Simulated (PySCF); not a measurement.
Diatomic cations of Bi with the fourth-period p block

PBE0 with double-zeta basis sets in PySCF, for the lowest determinant that a PBE0 search found; no spin–orbit coupling. De refers to high-spin ground-configuration atoms (the charge goes to the atom of lower measured ionisation energy or higher electron affinity, which is not always the lowest computed limit). A positive dipole points towards Bi; it is taken about the centre of mass and depends on that origin.

```json
{"M": "Ga", "basis": "cc-pVDZ-PP", "charged atom": "Ga+", "state (unpaired electrons)": "quartet (σ ↑, π ↑↑)", "Re (Å)": "2.989", "ωe (cm⁻¹)": "101", "De (eV)": "n/a", "μ (D)": "-5.04"}
{"M": "Ge", "basis": "def2-SVP", "charged atom": "Bi+", "state (unpaired electrons)": "triplet (π ↑↑)", "Re (Å)": "2.675", "ωe (cm⁻¹)": "214", "De (eV)": "n/a", "μ (D)": "-2.50"}
{"M": "Se", "basis": "def2-SVP", "charged atom": "Bi+", "state (unpaired electrons)": "singlet (closed shell)", "Re (Å)": "2.357", "ωe (cm⁻¹)": "334", "De (eV)": "n/a", "μ (D)": "1.78"}
{"M": "Br", "basis": "def2-SVP", "charged atom": "Bi+", "state (unpaired electrons)": "doublet (π ↑)", "Re (Å)": "2.499", "ωe (cm⁻¹)": "272", "De (eV)": "n/a", "μ (D)": "2.56"}
```

The shortest bond is that of BiSe⁺ (2.357 Å), the longest that of GaBi⁺ (2.989 Å).

The rows differ in basis set, which adds steps of its own.

The state changes along the series, so neighbouring rows are not always alike in their bonding.

These are scalar-relativistic numbers at best; spin–orbit coupling would shift them, the dissociation energy most. States were picked by a PBE0 search and need not be the measured ground states.
